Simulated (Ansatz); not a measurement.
`BC([SiH3])C#C` and `C#CC([SiH3])[SiH3]` differ in one atom or group.

Ansatz, PBE0-D4/def2-TZVP geometries, multiplicity 1. 

| property | `BC([SiH3])C#C` |
| --- | --- |
| LUMO energy (PBE/def2-TZVPP) / eV | -2.62 |
| HOMO energy (PBE/def2-TZVPP) / eV | -6.32 |
| LUMO energy (PBE0/def2-TZVPP) / eV | -1.65 |
| LUMO energy (ωB97M-V/def2-TZVPP) / eV | 0.26 |
| HOMO energy (ωB97M-V/def2-TZVPP) / eV | -9.62 |
| HOMO–LUMO gap (ωB97M-V/def2-TZVPP) / eV | 9.88 |

Problem. Give the same properties after the change, and the shifts. (An estimate is asked.)

Solution. Ansatz gave: 
| property | `C#CC([SiH3])[SiH3]` | shift |
| --- | --- | --- |
| LUMO energy (PBE/def2-TZVPP) / eV | -0.71 | 1.91 |
| HOMO energy (PBE/def2-TZVPP) / eV | -6.29 | 0.03 |
| LUMO energy (PBE0/def2-TZVPP) / eV | 0.11 | 1.76 |
| LUMO energy (ωB97M-V/def2-TZVPP) / eV | 1.68 | 1.42 |
| HOMO energy (ωB97M-V/def2-TZVPP) / eV | -9.60 | 0.02 |
| HOMO–LUMO gap (ωB97M-V/def2-TZVPP) / eV | 11.28 | 1.40 |
